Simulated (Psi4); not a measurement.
Noncovalent pair: CH4 (SMILES C) (first 5 atoms) with CH3F (SMILES CF); geometry from B3LYP-D3(BJ)/def2-TZVP, rigid monomers moved along the line of their centres of mass till H3···F7 is 3.01 Å.
(charge 0, multiplicity 1):
```xyz
10

C      0.02743    -0.00824     0.12951
H     -0.21484    -1.06688     0.21923
H     -0.37782     0.53288     0.98270
H      1.10976     0.11449     0.09976
H     -0.40413     0.38253    -0.79104
C      0.20938    -0.57750     4.15285
F     -0.47748     0.62008     3.98575
H     -0.46858    -1.40379     3.93627
H      1.05441    -0.59631     3.46429
H      0.56016    -0.63760     5.18379
```

The numbers are results of SAPT0/jun-cc-pV(D+d)Z in Psi4 1.11, not measurements.

Which attractive term is largest, and how does the interaction split up?

electrostatics -0.26, exchange 0.30, induction -0.06, dispersion -0.38, total -0.40 kcal/mol; the largest attraction is dispersion.
